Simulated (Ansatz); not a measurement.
Start from `C[NH][SnH2][F]` and change one atom or group to get `C[NH][SnH2][CH]=O`.

Ansatz, PBE0-D4/def2-TZVP geometries, multiplicity 1. Each molecule was computed in one conformer, which needn't be the lowest.

Elements past krypton have def2 core potentials.

```csv
property,`C[NH][SnH2][F]`
HOMO energy (PBE0/def2-TZVPP) / eV,-7.00
HOMO–LUMO gap (PBE/def2-TZVPP) / eV,4.48
size of the dipole moment (B3LYP/def2-TZVPP) / D,2.34
size of the dipole moment (PBE/def2-TZVPP) / D,2.27
LUMO energy (ωB97M-V/def2-TZVPP) / eV,1.31
HOMO–LUMO gap (PBE0/def2-TZVPP) / eV,6.76
```

(1) What does the change do to each property? (Estimate.)

Answers

(1) The calculation gave: 
```
                                        property  `C[NH][SnH2][CH]=O`  shift
              HOMO energy (PBE0/def2-TZVPP) / eV                -6.27   0.73
             HOMO–LUMO gap (PBE/def2-TZVPP) / eV                 2.35  -2.13
size of the dipole moment (B3LYP/def2-TZVPP) / D                 1.26  -1.08
  size of the dipole moment (PBE/def2-TZVPP) / D                 1.02  -1.25
           LUMO energy (ωB97M-V/def2-TZVPP) / eV                 0.78  -0.53
            HOMO–LUMO gap (PBE0/def2-TZVPP) / eV                 4.82  -1.94
```

With PBE0 the HOMO rises by 0.73 eV and the LUMO falls by 1.21 eV, so the gap narrows by about 1.94 eV. PBE moves the HOMO by 0.66 eV and ωB97M-V by 0.85 eV. Dipoles are sizes alone; their direction can turn.

B3LYP here is the variant with VWN-RPA as its local correlation; programs differ in this.
